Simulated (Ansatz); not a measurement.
Cost and result up the ladder for NbSeCl₃ (5 atoms). Total charge 0; singlet. Geometry: PBE0-D4/def2-SVP.

```xyz
5

Nb   -0.012   -0.004   -0.023
Se    1.018    0.315    1.954
Cl    0.097   -2.214   -0.529
Cl    1.067    1.234   -1.590
Cl   -2.170    0.668    0.188
```

Ansatz on 4 threads of Arm Neoverse V2 on a shared host. Times are rough, and most runs start from the orbitals of an earlier one. No level here is sound enough to serve as a yardstick. Binding counts from free atoms at the same level (Nb sextet, Se triplet, Cl doublet; other spins of the atoms weren't run), without zero-point energy or a counterpoise term.

In the def2 sets Nb takes a core potential; there is no spin–orbit coupling. LC-ωPBE has ω = 0.4 bohr⁻¹. Correlated methods freeze 24 core orbitals; core or outer-core shells of Nb, Se are correlated, in sets that lack core-valence functions.

Run but left out: BHLYP-D4/def2-TZVP, PBE-QIDH/def2-TZVP (restricted singlet, unstable in another Hartree–Fock run and untested here); MP2/def2-TZVP, CCSD(T)/def2-SVP (restricted singlet, unstable towards broken spin symmetry).

Correlated methods converge slowly with the basis.

| level | functions | wall time |
| --- | --- | --- |
| PBE-D4/def2-SVP | 117 | 1.4 s |
| PBE0-D4/def2-SVP | 117 | 2.4 s |
| revPBE-D4/def2-TZVP | 199 | 2.8 s |
| PBE-D4/def2-TZVP (with forces) | 199 | 2.9 s |
| LC-ωPBE/def2-TZVP | 199 | 4 s |
| PBE0-D4/def2-TZVP | 199 | 4.6 s |
| PBE-D4/def2-TZVPD | 235 | 4.7 s |
| CAM-B3LYP-D4/def2-TZVP | 199 | 5.5 s |
| RPA@PBE/def2-TZVP | 199 | 6 s |
| r2SCAN-D4/def2-TZVP | 199 | 6.5 s |
| PBE0-D4/def2-TZVPD | 235 | 7 s |
| r2SCANh-D4/def2-TZVP | 199 | 8.5 s |
| r2SCAN-D4/def2-TZVPD | 235 | 9 s |
| B97M-V/def2-TZVP | 199 | 11 s |

(1) Estimate what each level gives for the binding energy per atom (eV).

Results:

(1) 
```tsv
level	binding energy per atom (eV)	remarks
PBE-D4/def2-SVP	4.02	restricted SCF unstable in HF
PBE0-D4/def2-SVP	3.75	restricted SCF unstable in HF
revPBE-D4/def2-TZVP	3.82	restricted SCF unstable in HF
PBE-D4/def2-TZVP (with forces)	3.96	–
LC-ωPBE/def2-TZVP	3.49	restricted SCF unstable in HF
PBE0-D4/def2-TZVP	3.72	restricted SCF unstable in HF
PBE-D4/def2-TZVPD	3.96	restricted SCF unstable in HF
CAM-B3LYP-D4/def2-TZVP	3.66	restricted SCF unstable in HF
RPA@PBE/def2-TZVP	3.39	–
r2SCAN-D4/def2-TZVP	3.82	restricted SCF unstable in HF
PBE0-D4/def2-TZVPD	3.72	restricted SCF unstable in HF
r2SCANh-D4/def2-TZVP	3.73	restricted SCF unstable in HF
r2SCAN-D4/def2-TZVPD	3.82	restricted SCF unstable in HF
B97M-V/def2-TZVP	3.81	restricted SCF unstable in HF
```
